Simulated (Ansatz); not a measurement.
`[CH2][SbH][CH3]` radical, relaxed with UKS PBE0-D4/def2-TZVP in Ansatz 0.2.0 from a PBE-D4/def2-SVP geometry. The force threshold is 0.005 eV/Å; the program also tests the step.

Total charge 0; spin multiplicity 2. Sb takes the def2 core potential.

Start:

```xyz
9

C     1.084    0.946    1.045
Sb   -0.902    0.859    0.290
C    -0.715   -1.139   -0.617
H     1.453    0.160    1.726
H     1.671    1.880    1.005
H    -0.518    1.717   -1.174
H     0.220   -1.206   -1.202
H    -0.705   -1.890    0.197
H    -1.589   -1.326   -1.270
```

**Question.** By how much does the energy fall, and how many steps does the optimiser take? (Best estimate.)

**Answer.** Computed: 4.64 kJ/mol, in 7 steps, 1 of them rejected.

**Question.** Which bonds change most? (Best estimate.)

**Answer.** Computed: Sb2–C3 from 2.202 to 2.161 Å; C1–Sb2 from 2.127 to 2.098 Å; Sb2–H6 from 1.740 to 1.714 Å; C1–H5 from 1.103 to 1.084 Å.

**Question.** Give the relaxed structure. (An estimate is asked.)

**Answer.** The calculation gave: 
```xyz
9

C     1.065    0.939    1.038
Sb   -0.885    0.846    0.269
C    -0.706   -1.122   -0.604
H     1.447    0.144    1.670
H     1.635    1.861    1.026
H    -0.504    1.695   -1.171
H     0.210   -1.195   -1.187
H    -0.692   -1.857    0.200
H    -1.571   -1.311   -1.241
```
